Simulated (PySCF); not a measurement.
Point-charge models of `N[SiH2][SiH2][C@@H](F)[SiH3]` against its computed dipole.

Coordinates (GFN2-xTB, Å) and charges (e) from the PBE0/pcSseg-1 density (PySCF):

```csv
atom,x,y,z,Mulliken,IAO,Hirshfeld,ESP-fitted
N1,3.334,-0.301,-0.294,-0.6309,-0.8400,-0.3220,-1.0299
Si2,2.086,0.036,0.851,+0.5152,+0.6325,+0.2857,+0.5691
Si3,0.122,-0.168,-0.343,+0.2879,+0.4188,+0.2340,+0.1666
C4,-1.346,0.081,0.875,-0.3686,-0.3442,-0.1119,-0.0999
F5,-1.057,1.229,1.639,-0.3502,-0.3329,-0.1266,-0.2346
Si6,-3.103,0.294,0.150,+0.5114,+0.6028,+0.3089,+0.3758
H7,3.265,-1.120,-0.876,+0.1921,+0.2570,+0.1124,+0.3808
H8,4.293,-0.169,-0.016,+0.1950,+0.2615,+0.1178,+0.3993
H9,2.423,1.376,1.336,-0.0739,-0.1114,-0.0750,-0.0888
H10,2.113,-0.848,2.039,-0.1090,-0.1539,-0.0954,-0.1623
H11,-0.076,0.803,-1.428,-0.0397,-0.0965,-0.0725,-0.0516
H12,-0.145,-1.486,-0.950,-0.0569,-0.1051,-0.0765,-0.0702
H13,-1.351,-0.736,1.607,+0.1575,+0.1498,+0.0373,+0.1106
H14,-3.436,-0.958,-0.529,-0.0858,-0.1201,-0.0739,-0.1045
H15,-4.037,0.557,1.244,-0.0733,-0.1071,-0.0715,-0.0830
H16,-3.091,1.418,-0.783,-0.0708,-0.1111,-0.0709,-0.0773
```

Problem. Compute μ = Σ q r for each scheme (1 e·Å = 4.803 D) and compare with the dipole of the full density.

Solution. The full density gives (0.92, -2.08, -0.69) D, 2.37 D in size; dipole vectors point from the negative to the positive end.

| scheme | μx | μy | μz | size (D) | share of the full size (%) | angle to the full dipole (°) |
| --- | --- | --- | --- | --- | --- | --- |
| Mulliken | -0.24 | -2.54 | -1.99 | 3.24 | 136 | 33 |
| IAO | -0.53 | -2.61 | -1.49 | 3.05 | 129 | 35 |
| Hirshfeld | 0.45 | -1.04 | -0.74 | 1.35 | 57 | 17 |
| ESP-fitted | 0.90 | -2.10 | -0.69 | 2.38 | 100 | 1 |

Problem. Which set comes closest?

Solution. Length of the difference vector: ESP-fitted 0.03 D, Hirshfeld 1.14 D, IAO 1.74 D, Mulliken 1.81 D. Closest: ESP-fitted. 

Problem. What is left for the Hirshfeld atoms' own dipoles?

Solution. The Hirshfeld atoms' densities add up to the full density, so μ = Σ q r + Σ (atomic dipoles). The atomic dipoles sum to (0.92, -2.08, -0.69) − (0.45, -1.04, -0.74) = (0.47, -1.04, 0.05) D, 1.14 D in size.

Problem. With the origin at the mean of the coordinates, (0.000, 0.001, 0.283) Å, which are the largest single terms, by size, of the IAO dipole along the direction of the full one?

Solution. N1 -6.96, Si6 -4.12, H7 +3.19, F5 +3.00, H8 +2.39 D; all 16 atoms together +2.51 D. The single terms depend on the origin, their sum doesn't.

Problem. Give the size of the full dipole in other units.

Solution. 2.37 D = 0.934 au = 0.494 e·Å = 7.92 × 10⁻³⁰ C·m.

One conformer (not necessarily the lowest) at the GFN2-xTB geometry, without solvent, vibrations or thermal averaging.

The run behind these numbers computed NMR shieldings as well. Hardware: one thread, Arm Neoverse V1 (aarch64), shared host with 32 logical CPUs at a one-minute load of 12. Cost: 21 s, 0.79 GiB resident at most.

The values belong to the conformer `[NH2:1][SiH2:2][SiH2:3][C@@H:4]([F:5])[SiH3:6]`: N1–Si2–Si3–C4 176°, Si2–Si3–C4–F5 47°, H–N1–Si2–Si3 -49°, H–N1–Si2–Si3 173°.
